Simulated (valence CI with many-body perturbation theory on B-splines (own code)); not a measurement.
## S X: electric-dipole lines

Calculated by relativistic CI+MBPT: five valence electrons over a frozen Dirac-Fock core [He], a basis of 11 s, 11 p, 10 d, 8 f, 5 g, 2 h functions for each j, with the one-electron correlation potential Σ1, the two-electron term Σ2, the three-electron term Σ3, Breit, model QED; selected CI, second order for the rest, scaled by the run's own slope (own B-spline code, finite nucleus).

No measured spectrum was set against this ion. As an estimate, levels of excited configurations hold to 0.05 to 0.15 % of their energy, terms of the ground configuration to about 0.5 %. Among the levels kept, up to 5000 cm⁻¹ of a level comes from second order outside the variational space, and about a tenth of that is noise between levels of different J, which matters for small intervals.

Lines 101 to 150 of 573 in falling wavelength, among levels below 2810100 cm⁻¹, chosen from the strongest by gf and those to the six lowest levels. Wavelengths and rates use the calculated energies, so an error of 300 cm⁻¹ moves a line at 83.70 nm by 0.25 % and its rate by three times that or more. Electric multipoles are in the length gauge, E1 and E2 with the static RPA response of the core. Weak lines are less certain than strong ones. Lines between different terms over intervals too small for the method are left out, as are lines whose strength nearly cancels. The highest levels of a list are the least certain.

Names give the largest LS component (configuration and term), which can be under half, so a name can repeat, a term be missing and a line seem to break the LS rules; names also repeat where a configuration has a term twice. Letters in brackets count levels of one name in rising energy.

```
λ vac (nm)                 Upper                 Lower   A (s⁻¹)  S (a.u.)
     83.70   2s²2p²3d ²F_7/2 [b]  2s²2p²3p ²D°_5/2 [b]  8.52e+08  1.97e+00
     83.62   2s2p³3d ⁴F°_5/2 [b]    2s2p³3p ⁴D_5/2 [b]  2.66e+08  4.61e-01
     83.61       2s2p³3d ⁴S°_3/2    2s2p³3p ⁴P_1/2 [b]  2.62e+08  3.03e-01
     83.58       2s2p³3d ⁴G°_5/2        2s2p³3p ⁴F_3/2  9.68e+08  1.67e+00
     83.40   2s2p³3d ⁴F°_5/2 [b]    2s2p³3p ⁴D_3/2 [b]  9.56e+08  1.64e+00
     83.40       2s2p³3d ⁴S°_3/2    2s2p³3p ⁴P_5/2 [b]  4.86e+08  5.56e-01
     83.20    2s2p³3p ²D_5/2 [a]   2s2p³3s ²D°_5/2 [a]  1.19e+09  2.04e+00
     83.07   2s2p³3d ⁴F°_3/2 [b]    2s2p³3p ⁴D_3/2 [b]  3.29e+08  3.72e-01
     83.00    2s2p³3p ²D_3/2 [a]   2s2p³3s ²D°_3/2 [a]  1.07e+09  1.21e+00
     83.00       2s2p³3d ⁴S°_3/2    2s2p³3p ⁴P_3/2 [b]  4.40e+08  4.97e-01
     82.99       2s2p³3d ⁶D°_5/2        2s2p³3p ⁶P_5/2  7.67e+08  1.30e+00
     82.99       2s2p³3d ⁶D°_3/2        2s2p³3p ⁶P_5/2  3.77e+08  4.26e-01
     82.99       2s2p³3d ⁶D°_7/2        2s2p³3p ⁶P_5/2  8.10e+08  1.83e+00
     82.92   2s2p³3d ⁴F°_3/2 [b]    2s2p³3p ⁴D_1/2 [b]  9.02e+08  1.02e+00
     82.89   2s2p³3d ²P°_1/2 [b]        2s2p³3p ²S_1/2  6.65e+08  3.74e-01
     82.44       2s2p³3d ⁶D°_5/2        2s2p³3p ⁶P_3/2  4.00e+08  6.64e-01
     82.44       2s2p³3d ⁶D°_1/2        2s2p³3p ⁶P_3/2  1.28e+09  7.10e-01
     82.44       2s2p³3d ⁶D°_3/2        2s2p³3p ⁶P_3/2  8.99e+08  9.95e-01
     82.32   2s2p³3d ²D°_3/2 [b]    2s2p³3p ²D_3/2 [b]  2.67e+08  2.94e-01
     82.11       2s²2p²3d ²S_1/2  2s²2p²3p ²P°_3/2 [b]  6.71e+08  3.67e-01
     81.74       2s²2p²3d ⁴F_5/2      2s²2p²3p ⁴D°_5/2  1.93e+08  3.12e-01
     81.45   2s2p³3d ²F°_7/2 [a]    2s2p³3p ²D_5/2 [a]  9.65e+08  2.06e+00
     81.32   2s2p³3d ²F°_5/2 [a]    2s2p³3p ²D_3/2 [a]  7.98e+08  1.27e+00
     81.24       2s²2p²3d ⁴P_5/2      2s²2p²3p ⁴S°_3/2  4.45e+08  7.07e-01
     81.18   2s²2p²3d ²F_5/2 [b]  2s²2p²3p ²D°_3/2 [b]  4.28e+08  6.78e-01
     81.00   2s2p³3d ²F°_5/2 [a]    2s2p³3p ²D_5/2 [a]  1.74e+08  2.74e-01
     80.85  2s²2p²3p ²P°_1/2 [a]       2s²2p²3s ²P_1/2  5.73e+08  2.99e-01
     80.74   2s2p³3d ²P°_3/2 [b]        2s2p³3p ²S_1/2  7.60e+08  7.90e-01
     80.35       2s²2p²3d ⁴F_3/2      2s²2p²3p ⁴D°_3/2  2.86e+08  2.93e-01
     80.30       2s²2p²3d ⁴F_9/2      2s²2p²3p ⁴D°_7/2  1.26e+09  3.23e+00
     79.97       2s2p³3d ²G°_7/2    2s2p³3p ²F_5/2 [a]  1.41e+09  2.85e+00
     79.74   2s2p³3d ²D°_5/2 [b]    2s2p³3p ²D_5/2 [b]  2.85e+08  4.28e-01
     79.67       2s2p³3d ²G°_9/2    2s2p³3p ²F_7/2 [a]  1.48e+09  3.68e+00
     79.56       2s²2p²3d ⁴F_7/2      2s²2p²3p ⁴D°_5/2  1.21e+09  2.41e+00
     79.53       2s²2p²3d ⁴P_3/2      2s²2p²3p ⁴S°_3/2  6.34e+08  6.29e-01
     79.40       2s²2p²3d ⁴D_5/2      2s²2p²3p ⁴P°_5/2  1.77e+08  2.62e-01
     79.30   2s²2p²3d ²F_5/2 [a]  2s²2p²3p ²D°_3/2 [a]  1.14e+09  1.68e+00
     79.13   2s²2p²3d ²F_7/2 [a]  2s²2p²3p ²D°_5/2 [a]  1.20e+09  2.35e+00
     79.02    2s2p³3p ⁴P_3/2 [c]       2s2p³3s ⁴P°_5/2  7.01e+08  6.83e-01
     78.95       2s²2p²3d ⁴F_5/2      2s²2p²3p ⁴D°_3/2  1.11e+09  1.62e+00
     78.91    2s2p³3p ⁴P_5/2 [c]       2s2p³3s ⁴P°_5/2  1.16e+09  1.69e+00
     78.88    2s2p³3p ⁴P_1/2 [c]       2s2p³3s ⁴P°_3/2  1.37e+09  6.66e-01
     78.81       2s²2p²3d ⁴F_3/2      2s²2p²3p ⁴D°_1/2  9.75e+08  9.42e-01
     78.70       2s²2p²3d ⁴P_1/2      2s²2p²3p ⁴S°_3/2  7.55e+08  3.63e-01
     78.56    2s2p³3p ⁴P_3/2 [c]       2s2p³3s ⁴P°_1/2  6.72e+08  6.44e-01
     78.55    2s2p³3p ⁴P_5/2 [c]       2s2p³3s ⁴P°_3/2  4.99e+08  7.16e-01
     78.48   2s²2p²3d ²D_5/2 [c]  2s²2p²3p ²P°_3/2 [c]  1.42e+09  2.03e+00
     78.27       2s²2p²3d ²G_9/2      2s²2p²3p ²F°_7/2  1.46e+09  3.44e+00
     78.02      2s²2p²3p ⁴S°_3/2       2s²2p²3s ⁴P_5/2  9.06e+08  8.49e-01
     77.94       2s²2p²3d ⁴D_7/2      2s²2p²3p ⁴P°_5/2  9.98e+08  1.87e+00
```
